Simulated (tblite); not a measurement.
A tight-binding relaxation on `[SiH3][CH2][GeH2][SiH2]C(Cl)Cl`.

Computed with GFN2-xTB geometry optimisation, gas phase (tblite 0.8.0). Start geometry: from a force field or distance geometry. The command runs a driver script over a list of jobs; the input below is this job's line of settings and its coordinates in Å.

Command:
```bash
OMP_NUM_THREADS=1 python probes_run.py task.json out
```

Input:
```
{"job": {"kind": "relax", "xc": "GFN2-xTB", "basis": "xTB"}, "charge": 0, "multiplicity": 1}
Si    -2.232700     0.592700     0.483200
C     -1.143400    -0.822700     0.970800
Ge    -0.142500    -1.475200    -0.564200
Si     1.250200     0.201000    -1.360200
C      2.128600     0.990600     0.096500
Cl     3.150400     2.316300    -0.507400
Cl     3.141100    -0.210500     0.913800
H     -3.154200     0.161400    -0.572100
H     -3.009900     1.038900     1.652900
H     -1.421300     1.708300    -0.003500
H     -1.764800    -1.651900     1.384600
H     -0.427800    -0.490800     1.759900
H     -1.144300    -1.894200    -1.674200
H      0.710600    -2.690300    -0.144100
H      2.229100    -0.372200    -2.281700
H      0.443500     1.210400    -2.033700
H      1.380300     1.400000     0.802300
```

Output:
```
step      E/eV     max force
  0    -648.81268    1.505
  1    -648.89522    0.648
  2    -648.92922    0.420
  3    -648.96003    0.555
  4    -648.98270    0.367
  5    -648.99573    0.316
  6    -649.00564    0.293
  7    -649.01344    0.314
  8    -649.02146    0.258
  9    -649.02801    0.244
... (70 lines left out)
 80    -649.07718    0.027
 81    -649.07723    0.026
 82    -649.07729    0.019
 83    -649.07732    0.013
 84    -649.07734    0.013
 85    -649.07736    0.011
 86    -649.07738    0.014
 87    -649.07741    0.016
 88    -649.07743    0.011
 89    -649.07744    0.009
```

«max force» is the largest atomic force in eV/Å.

From which step on does the largest force stay under 0.1 eV/Å, and how much energy is left to gain from there?

From step 61 (0.093 eV/Å), 3.1 meV above the end.

In short: energy lowered by 6.1 kcal/mol over 89 steps; largest atomic force 0.009 eV/Å at the end.

Estimate the wall time. Hardware: one thread of an Arm Neoverse V1, no GPU, on a shared host.

About 1.0 s.
Labels such as C1 count atoms from 1, the log's own numbers from 0.
